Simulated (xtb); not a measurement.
CH3F, charge +1, doublet, from a rough starting geometry (a state made from the parent by changing its charge; the spin is typed, not shown lowest); GFN2-xTB in xtb 6.7.1.

The xtb input:
```
$ xtb mol.xyz --gfn 2 --chrg 1 --uhf 1 --opt vtight --json

# file mol.xyz
5

C     -0.07154861     0.00506229     0.03865086
F      1.22957143    -0.24622774    -0.13440148
H     -0.33570228    -0.12938388     1.08179395
H     -0.35677927     1.05868335    -0.27196417
H     -0.59337227    -0.68981199    -0.62956194
```

What the program printed (banner, timings and long lists left out):

```
   ID    Z sym.   atoms
    1    6 C      1
    2    9 F      2
    3    1 H      3-5

           -------------------------------------------------
          |                Calculation Setup                |
           -------------------------------------------------

           -------------------------------------------------
          |                 G F N 2 - x T B                 |
           -------------------------------------------------

          ...................................................
          :                      SETUP                      :
          :.................................................:
          :  # basis functions                  11          :
          :  # atomic orbitals                  11          :
          :  # shells                            7          :
          :  # electrons                        13          :
          :  max. iterations                   250          :
          :  Hamiltonian                  GFN2-xTB          :
          :  restarted?                      false          :
          :  GBSA solvation                  false          :
          :  PC potential                    false          :
          :  electronic temp.          300.0000000     K    :
          :  accuracy                    1.0000000          :
          :  -> integral cutoff          0.2500000E+02      :
          :  -> integral neglect         0.1000000E-07      :
          :  -> SCF convergence          0.1000000E-05 Eh   :
          :  -> wf. convergence          0.1000000E-03 e    :
          :  Broyden damping             0.4000000          :
          :  net charge                          1          :
          :  unpaired electrons                  1          :
          ...................................................

 iter      E             dE          RMSdq      gap      omega  full diag
   1     -7.8289323 -0.782893E+01  0.367E+00   14.98       0.0  T
   2     -7.8315116 -0.257929E-02  0.219E+00   15.11       1.0  T
   3     -7.8290394  0.247219E-02  0.109E+00   14.96       1.0  T
   4     -7.8330314 -0.399194E-02  0.309E-01   15.04       1.0  T
   5     -7.8330618 -0.303859E-04  0.118E-01   15.03       1.0  T
   6     -7.8330652 -0.342653E-05  0.645E-02   15.03       1.0  T
   7     -7.8330685 -0.334540E-05  0.667E-03   15.02       6.7  T
   8     -7.8330686 -0.573224E-07  0.358E-03   15.02      12.5  T
   9     -7.8330686 -0.297136E-08  0.110E-03   15.02      40.8  T
[...]
         :: total energy              -7.776389001105 Eh    ::
 * total energy  :    -7.7763890 Eh     change       -0.2318146E-12 Eh
 * total energy  :    -7.7781671 Eh     change       -0.1778146E-02 Eh
 * total energy  :    -7.7789012 Eh     change       -0.7340570E-03 Eh
 * total energy  :    -7.7792919 Eh     change       -0.3906907E-03 Eh
 * total energy  :    -7.7796289 Eh     change       -0.3369735E-03 Eh
 * total energy  :    -7.7798710 Eh     change       -0.2421164E-03 Eh
 * total energy  :    -7.7799085 Eh     change       -0.3751257E-04 Eh
 * total energy  :    -7.7799405 Eh     change       -0.3200721E-04 Eh
 * total energy  :    -7.7799507 Eh     change       -0.1015348E-04 Eh
 * total energy  :    -7.7799522 Eh     change       -0.1508825E-05 Eh
 * total energy  :    -7.7799522 Eh     change       -0.5145490E-07 Eh
   *** GEOMETRY OPTIMIZATION CONVERGED AFTER 11 ITERATIONS ***
         :: total energy              -7.779952218031 Eh    ::
[...]
        10                         -0.1560272              -4.2457
        11                         -0.0711208              -1.9353
      -------------------------------------------------------------
                  HL-Gap            0.5470807 Eh           14.8868 eV
             Fermi-level           -0.6281537 Eh          -17.0929 eV

     #   Z          covCN         q      C6AA      α(0)
     1   6 C        3.539     0.060    20.633     6.660
     2   9 F        0.784     0.086     8.663     3.477
     3   1 H        0.923     0.224     0.987     1.553
     4   1 H        0.916     0.315     0.666     1.276
     5   1 H        0.916     0.315     0.666     1.277

 Mol. C6AA /au·bohr⁶  :        100.914322
 Mol. C8AA /au·bohr⁸  :       2067.697351
 Mol. α(0) /au        :         14.242732

Wiberg/Mayer (AO) data.
largest (>0.10) Wiberg bond orders for each atom

 ---------------------------------------------------------------------------
     #   Z sym  total        # sym  WBO       # sym  WBO       # sym  WBO
 ---------------------------------------------------------------------------
     1   6 C    3.697 --     2 F    1.283     3 H    0.931     5 H    0.741
                             4 H    0.741
     2   9 F    1.440 --     1 C    1.283
     3   1 H    0.950 --     1 C    0.931
     4   1 H    0.879 --     1 C    0.741
     5   1 H    0.879 --     1 C    0.741
 ---------------------------------------------------------------------------

Topologies differ in total number of bonds
Writing topology from bond orders to xtbtopo.mol

molecular dipole:
                 x           y           z       tot (Debye)
 q only:       -0.532       0.122      -0.140
   full:       -0.576       0.141      -0.194       1.586
molecular quadrupole (traceless):
                xx          xy          yy          xz          yz          zz
 q only:       -0.470       0.019       0.113       0.442      -0.131       0.356
  q+dip:       -2.059       0.367       0.824       0.878      -0.235       1.235
   full:       -1.673       0.351       0.984       0.772      -0.074       0.689

optimized geometry written to: xtbopt.xyz

           -------------------------------------------------
          | TOTAL ENERGY               -7.779952218031 Eh   |
          | GRADIENT NORM               0.000135110466 Eh/α |
          | HOMO-LUMO GAP              14.886822606132 eV   |
           -------------------------------------------------

normal termination of xtb
```
